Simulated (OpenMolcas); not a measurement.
Ni2+ with 6 ligands (fluoride) in trigonal prismatic coordination (D3h) at 2 Å, a polar angle of 51.1° against the regular 49.1°. A charge of +0.667 e stands 3.2 Å behind each ligand. Ligand basis ANO-RCC-VDZP.

```json
{
  "Program": "OpenMolcas 26.06",
  "Method": "CASSCF",
  "Basis": "ANO-RCC-VTZP [6s5p3d2f1g]",
  "Scalar Hamiltonian": "DKH2, point nucleus",
  "Active space": "8 electrons in 5 orbitals (3d)",
  "State averaging": "2S+1 = 3 even, 10 roots; 2S+1 = 1 even, 15 roots",
  "Spin-orbit coupling": "state interaction with AMFI integrals over the reference wave functions"
}
```

Task: What is the spin-free ground state (labels of D3, the rotations of D3h)?

Result: 3A2, 1-fold in its orbital part, 98 % from free-ion F terms; it has the highest spin that d8 allows.

Task: Where is the first state of the same spin?

Result: 3A1 at 2980 cm-1 above the ground state.

Task: What are the lowest two levels with spin-orbit coupling?

Result: A 1-fold level A1, then a 2-fold level E 148.8 cm-1 above it. Their leading multiplicities are 3 (100 %) and 3 (100 %).

Task: What is χT at 300 K, and how does it compare with the textbook value?

Result: The lowest level has 2S+1 = 3, for which the spin-only value is χT = S(S+1) / 2 = 1.000 cm3 K/mol (g = 2). The computed 1.979 at 300 K differs by +0.979, through orbital momentum, spin-orbit coupling and any other state in reach.

Without dynamic correlation the repulsion within the d shell is too large (B by tens of per cent), so at a given field states of lower spin stand too high. Ligand-to-metal charge-transfer states are missing. With no ligand orbital active B as a rule stays too high, so bands that hang on it stand too high and its fall with covalency is understated. With metal d orbitals alone and no dynamic correlation the field as a rule comes out too small, by tens of per cent, by up to half for chloride and softer ligands, and the orbital part of g and χT, which goes as 1/10Dq, too large. No measured value stands beside these numbers; the geometry was imposed, not optimised, and the real ion may take another.
